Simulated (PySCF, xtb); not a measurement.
Si(H)(Me)2(OH) (C₂H₈OSi), SMILES C[SiH](C)O. The values are those of a single conformer.

Harmonic wavenumbers (cm⁻¹) from GFN2-xTB (xtb) at its own minimum, in rising order: 106, 120, 185, 190, 246, 248, 618, 647, 676, 748, 787, 794, 821, 835, 844, 908, 1382, 1384, 1491, 1495, 1496, 1501, 2283, 3018, 3022, 3040, 3042, 3054, 3057, 3670.

Question: What does B3LYP-D3(BJ)/def2-SVP in PySCF give at its own minimum? (Estimate from the structure and the level; the computed values follow.)

Answer: 142, 158, 168, 204, 264, 269, 615, 633, 685, 716, 769, 797, 862, 885, 907, 940, 1269, 1274, 1429, 1430, 1436, 1443, 2236, 3021, 3023, 3105, 3108, 3120, 3120, 3876. Paired by order, the mean absolute difference is 46 cm⁻¹ and the zero-point energies are 59.6 and 59.9 kcal/mol.
